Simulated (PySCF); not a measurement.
Species: C₅H₁₁Al.
Atom-mapped SMILES: `[CH3:1][CH2:2][AlH:3][CH:4]1[CH2:5][CH2:6]1` (hydrogens: H7, H8, H9 on C1; H10, H11 on C2; H12 on Al3; H13 on C4; H14, H15 on C5; H16, H17 on C6)

Computed with PBE0-D3(BJ)/def2-SVP geometry optimisation, gas phase in PySCF 2.14.0.

(1) Give the optimised bond lengths and angles.

Answers

(1) 
```tsv
bond	length (pm)
C1–C2	152.9
C2–Al3	196.7
Al3–C4	194.1
C4–C5, C4–C6	152.2
C5–C6	148.5
C1–H7, C1–H8, C1–H9	110.2
C2–H10, C2–H11	110.8
Al3–H12	160.0
C4–H13	109.7
C5–H14, C6–H16	109.5
C5–H15, C6–H17	109.4
```

Bonds in one row agree within 1 pm and their mean is given. A selection of angles:
```tsv
angle	degrees
C2–C1–H7	111.9
C2–C1–H8	112.5
H7–C1–H8	107.0
H7–C1–H9	106.5
C1–C2–Al3	117.3
C1–C2–H10	110.7
C1–C2–H11	109.9
Al3–C2–H10	108.3
Al3–C2–H11	105.8
H10–C2–H11	103.9
C2–Al3–C4	122.5
C2–Al3–H12	121.0
C4–Al3–H12	116.5
Al3–C4–C5	119.9
Al3–C4–H13	117.7
C5–C4–C6	58.4
C5–C4–H13	113.5
C4–C5–C6	60.7
C4–C5–H14	118.9
C4–C5–H15	117.5
C6–C5–H14	118.3
C6–C5–H15	118.2
H14–C5–H15	113.6
```

Dihedral angles: C1–C2–Al3–C4 -164° (antiperiplanar); C2–Al3–C4–C5 -142° (anticlinal); Al3–C4–C5–C6 -109° (anticlinal); Al3–C4–C6–C5 109° (anticlinal). The mirror-image conformer, all signs reversed, is as good.

The 2 Al–C bonds span 1.941 Å (Al3–C4, drawn single) to 1.967 Å (C2–Al3, drawn single), a spread of 0.026 Å. Al3 (aluminium bonded to 2 C and H) is planar (angles 122.5°, 121.0° and 116.5°, sum 360.0°, 0.02 Å off the plane of its three neighbours). The 4 C–C bonds span 1.485 Å (C5–C6, drawn single) to 1.529 Å (C1–C2, drawn single), a spread of 0.044 Å. The 3-membered ring C4–C5–C6 has internal angles of 58.4° to 60.9°.

Point group: C1 (no symmetry element, even within 0.4 Å). Not checked by PBE0-D3(BJ)/def2-SVP frequencies. One conformer, not necessarily the lowest.

Hardware: an Intel Xeon at 2.50 GHz with one thread, no GPU, on a shared host. Cost: 2.4 min, 0.62 GiB resident at most. These figures are those of the optimisation.
